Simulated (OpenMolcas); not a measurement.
# Ta: terms and fine structure

```json
{"Program": "OpenMolcas 26.06", "Method": "XMS-CASPT2, IPEA 0.25 Eh, imaginary shift 0.1 Eh (closed shells correlated: 5s 5p)", "Basis": "ANO-RCC-VTZP [8s7p5d3f2g1h]", "Scalar Hamiltonian": "DKH2, point nucleus", "Active space": "5 electrons in 6 orbitals (5d 6s)", "State averaging": "2S+1 = 4 even, 50 roots; 2S+1 = 6 even, 6 roots kept (CI in the orbitals of an earlier block); 2S+1 = 2 even, 98 roots kept (CI in the orbitals of an earlier block)", "Spin-orbit coupling": "state interaction with AMFI integrals over the reference wave functions, term energies averaged over their components"}
```

Spin-free terms above the lowest, with the occupations of the reference:

```
Configuration   Term  E (cm⁻¹)      Occupations
      5d³ 6s²     ⁴F       0.0  5d 3.10 6s 1.90
      5d³ 6s²     ⁴P      5480  5d 3.37 6s 1.63
      5d³ 6s²     ²G      8910  5d 3.12 6s 1.88
      5d³ 6s²     ²P      9690  5d 3.13 6s 1.87
      5d³ 6s²  ²D(1)      9840  5d 3.26 6s 1.74
       5d⁴ 6s     ⁶D     10310  5d 4.00 6s 1.00
      5d³ 6s²     ²H     12690  5d 3.10 6s 1.90
      5d³ 6s²     ²F     17150  5d 3.40 6s 1.60
       5d⁴ 6s     ⁴H     24140  5d 4.00 6s 1.00
       5d⁴ 6s  ⁴D(1)     24410  5d 4.08 6s 0.93
       5d⁴ 6s     ⁴F     25130  5d 3.93 6s 1.07
       5d⁴ 6s     ⁴P     25330  5d 3.76 6s 1.24
       5d⁴ 6s     ⁴G     25430  5d 4.04 6s 0.96
```

With spin-orbit coupling, above the lowest level:

```tsv
Configuration	Term	J	E (cm⁻¹)	Measured (cm⁻¹)	g	Term weight %	Second
5d³ 6s²	⁴F	3/2	0.0	0.0	0.434	90	6 ²D(1)
5d³ 6s²	⁴F	5/2	1860	2010	1.034	96	3 ²D(1)
5d³ 6s²	⁴F	7/2	3810	3964	1.229	96	3 ²G
5d³ 6s²	⁴F	9/2	5560	5621	1.312	89	9 ²G
5d³ 6s²	⁴P	3/2	7120	6069	1.568	68	20 ²P
5d³ 6s²	⁴P	1/2	7190	6049	2.486	84	11 ²P
5d³ 6s²	⁴P	5/2	9890	9253	1.584	90	4 5d⁴ 6s ⁴P
5d⁴ 6s	⁶D	1/2	11310		3.089	85	7 5d³ 6s² ²P
5d⁴ 6s	⁶D	3/2	11640		1.521	56	22 5d³ 6s² ²D(1)
5d³ 6s²	²G	7/2	11860		0.904	94	3 ⁴F
5d⁴ 6s	⁶D	3/2	12490		1.427	39	30 5d³ 6s² ²D(1)
5d³ 6s²	²G	9/2	12760		1.057	55	36 ²H
5d⁴ 6s	⁶D	5/2	12990		1.647	96	
5d³ 6s²	²P	1/2	13200		1.050	81	13 ⁴P
5d⁴ 6s	⁶D	7/2	14110		1.580	97	
5d³ 6s²	²D(1)	5/2	14950		1.215	92	4 ⁴P
5d⁴ 6s	⁶D	9/2	15350		1.542	94	5 ⁴F
5d³ 6s²	²P	3/2	17460		1.178	60	30 ²D(1)
5d³ 6s²	²H	11/2	17550		1.091	99	
5d³ 6s²	²H	9/2	17620		0.989	62	35 ²G
5d³ 6s²	²F	5/2	20940		0.877	94	5 ²D(2)
5d³ 6s²	²F	7/2	21030		1.140	95	2 ²G
5d⁴ 6s	⁴P	1/2	24210		1.489	43	36 ⁴D(1)
5d⁴ 6s	⁴H	7/2	25510		0.825	59	22 ⁴G
5d⁴ 6s	⁴D(1)	3/2	25530		1.197	64	17 ⁴P
5d⁴ 6s	⁴H	9/2	26040		1.071	58	25 ⁴G
5d⁴ 6s	⁴D(1)	1/2	26350		1.153	52	36 ⁴P
5d⁴ 6s	⁴F	5/2	26360		1.040	35	33 ⁴D(1)
5d⁴ 6s	⁴H	11/2	27290		1.162	76	22 ⁴G
5d⁴ 6s	⁴F	3/2	27670		0.736	60	16 ⁴P
5d⁴ 6s	⁴F	7/2	27700		1.041	35	30 ⁴H
5d⁴ 6s	⁴G	5/2	27990		0.996	47	45 ⁴D(1)
```

Against the 6 measured excited levels shown (NIST Handbook of Basic Atomic Spectroscopic Data) the mean absolute deviation is 530 cm-1; the largest miss in energy is 5d³ 6s² ⁴P_1/2: computed 7190, measured 6049 cm⁻¹ (+18.8 %).

Spin-orbit coupling puts the lowest level 4064 cm⁻¹ below the lowest spin-free term.

For ⁴F the intervals divided by the larger J are 744.1, 557.2, 389.4 cm-1. Landé's interval rule makes them equal in pure LS coupling; they differ by 63 % of their mean. The multiplet is regular.

Term energies are means over components that CASPT2 splits; among the terms shown or strongly mixed into the levels shown the widest spread is 1500 cm-1 (5d³ 6s² ⁴F). Over all roots computed the reference weight is 0.85 to 0.92; the roots of lowest weight are the least certain, and an intruder state may touch them. Terms from blocks run as CI alone lack orbitals of their own. Configurations are named by rounded mean occupations; where the s occupation lies near a half they are strongly mixed, a name can repeat and a true partner stay unpaired. A single d shell beside an s shell can misplace configurations of different d count against each other. The CASPT2 spread within a term exceeds the gap to the next term for 5d³ 6s² ²P and 5d³ 6s² ²D(1), 5d⁴ 6s ⁴H and 5d⁴ 6s ⁴D(1), 5d⁴ 6s ⁴F and 5d⁴ 6s ⁴P and others, so the order of their levels is uncertain. Some terms miss by over 15 % even with CASPT2, which points to a basis or an active space too small for the shells correlated. Measured partners are found by configuration, term and J. A level has none where our copy of the source lacks it or the pairing is in doubt (some pairs that miss far off the trend of their configuration count as doubtful), and it then counts in no deviation. Only configurations of the active space appear. The first state left out of the spin-orbit step lies near 35000 cm-1 above the lowest spin-free state of the reference (among the parities and spins computed), and the list stops at four fifths of that energy or lower.

The term weight is that of the spin-free term in the level, not the purity of its configuration. A number in round brackets counts repeated terms of one configuration in the order of the reference energies.
